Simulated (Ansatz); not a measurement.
H$_{7}$N$_{3}$OTi, SMILES `[NH2][Ti]([NH2])([NH2])[OH]`. Charge 0, multiplicity 1. Correlated methods include outer-core shells of Ti, which these sets cover unevenly. Scalar relativity is left out up to krypton.

```xyz
12

N     1.711    0.345    0.181
Ti   -0.140   -0.034    0.205
N    -0.978    1.364   -0.754
N    -0.336   -1.680   -0.700
O    -0.835   -0.169    1.868
H     2.127    1.196    0.535
H     2.425   -0.277   -0.166
H    -0.529    1.917   -1.469
H    -1.905    1.718   -0.567
H    -0.447   -2.561   -0.217
H    -0.586   -1.786   -1.672
H    -0.507   -0.034    2.755
```

(1) Give the diagnostics of a CCSD(T)/def2-TZVPP run (frozen core, Ansatz). (An estimate is asked.)

## Answers

(1) Ansatz gave: T1 = 0.0242, largest single amplitude 0.051, largest double 0.017, (T) share of the correlation energy 4.8 %, 14 CCSD cycles. The RHF solution is stable towards an unrestricted one. T1 lies over the customary mark of 0.02 for closed shells; compounds of d metals often pass it without a breakdown.
